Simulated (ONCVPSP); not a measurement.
**Sc: one change to an ONCV potential, before and after**

* Element: scandium
* Generator: ONCVPSP 4.0.1
* Type: optimised norm-conserving Vanderbilt (ONCV)
* Functional: PBE
* Relativity: scalar-relativistic
* Frozen core: [Ne]
* Valence charge: 11
* Reference configuration: 3s2 3p6 3d1 4s1.5 (charge +0.5)
* Partial waves: 3s+4s: rc 1.90 bohr, ncon 4, nbas 8, qcut 8.4 1/bohr, 2 projectors; 3p: rc 1.05 bohr, ncon 4, nbas 7, qcut 9.2 1/bohr, 3 projectors, debl 3.3 Ha; 3d: rc 2.60 bohr, ncon 4, nbas 9, qcut 6.2 1/bohr, 1 projector
* Local potential: polynomial inside 0.70 bohr (lpopt 5, dvloc0 2 Ha)
* Core correction: polynomial model core, fcfact 0.2

All-electron outer shells of the reference configuration (PBE, scalar-relativistic, ld1.x):

```csv
shell,level (eV),outermost node (bohr),outermost maximum (bohr)
2p,-391.57,–,0.23
3s,-58.35,0.42,0.92
3p,-36.94,0.39,0.97
4s,-6.87,1.32,3.02
3d,-6.44,–,1.10
```

Change: local potential polynomial inside 0.70 bohr (lpopt 5, dvloc0 6.5 Ha).

Cutoffs: the cutoffs (Ha) at which the residual kinetic energy of the hardest occupied pseudo-wave falls to 1 and 0.1 mHa per electron; they do not see the model core or the augmentation charge, which bear on the density cutoff. Errors are all-electron minus pseudo energies relative to the spin-unpolarised reference configuration.

Q: What does the change do?

A: The potential gets neither clearly harder nor softer (32 Ha and 44 Ha → 32 Ha and 44 Ha); a bound ghost appears in p, which as a rule spoils a file; the errors of the 4 common tests hardly move. In the separable form a ghost depends on how the local part lies against the semilocal potential of the channel, so the choice of the local part can create or remove one.

```csv
quantity,base,changed
"cutoff, loose",32 Ha,32 Ha
"cutoff, tight",44 Ha,44 Ha
bound ghosts,none,p
GHOST(+) flags under 300 eV,s at 170.3 eV,none
"error for 3s2 3p6 3d1 4s2, meV [ΔE -2.75 eV]",+0.2,+0.2
"error for 3s2 3p6 3d1 4s1, meV [ΔE 4.14 eV]",-0.6,-0.6
"error for 3s2 3p6 3d1 4s0, meV [ΔE 16.91 eV]",-8.9,-8.9
"error for 3s2 3p5 3d1 4s2, meV [ΔE 37.42 eV]",-128,-129
s: phases at 1.92 bohr within 0.05 rad from the reference energy up to (Ha; the scan ends near 5),to the end of the scan,to the end of the scan
p: phases at 1.06 bohr within 0.05 rad from the reference energy up to (Ha; the scan ends near 5),to the end of the scan,to the end of the scan
d: phases at 2.64 bohr within 0.05 rad from the reference energy up to (Ha; the scan ends near 5),0.2,0.2
"rms error of d²Exc/dni dnj with the model core, mHa",1.62,1.62
```

 A true bound ghost makes a file unfit for plane-wave use even where its test errors are small: the radial tests pick states by their node count and pass the ghost by.
